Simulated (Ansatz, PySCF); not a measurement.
Stepwise substitution at one centre (Ge F-H). All species are isolated molecules in the gas phase. Strings in code marks are SMILES.

Quantity: vertical ionisation energy (energy after one electron is removed minus that of the parent at the parent's geometry), in eV.

Level 1: r2SCAN-D4/def2-TZVP (PySCF)
Level 2: minus the HOMO energy of HF/3-21G // r2SCAN-D4/def2-TZVP (PySCF)
Level 3: minus the HOMO energy of PBE-D3(BJ)/def2-TZVP // r2SCAN-D4/def2-TZVP (PySCF)
Level 4: HF/cc-pVTZ // r2SCAN-D4/def2-TZVP (Ansatz, an electronic-structure program)

| species | level 2 | level 3 | level 4 |
|---|---|---|---|
| `[F][GeH3]` | 13.05 | 8.15 | 12.21 |
| `[F][GeH2][F]` | 13.60 | 8.45 | 12.86 |
| `[F][GeH]([F])[F]` | 15.17 | 9.59 | 14.46 |
| `[GeH4]` | 12.81 | 8.35 | 11.64 |

Question: What does level 1 give for each, and how far do the other levels lie from it on average?

Answer: 
- `[F][GeH3]`: 12.06
- `[F][GeH2][F]`: 12.32
- `[F][GeH]([F])[F]`: 13.53
- `[GeH4]`: 12.10
Mean absolute difference from level 1, which has limits of its own, over these rows (drawn at random from the members that have all these levels): level 2 1.15 eV, level 3 3.87 eV, level 4 0.52 eV.
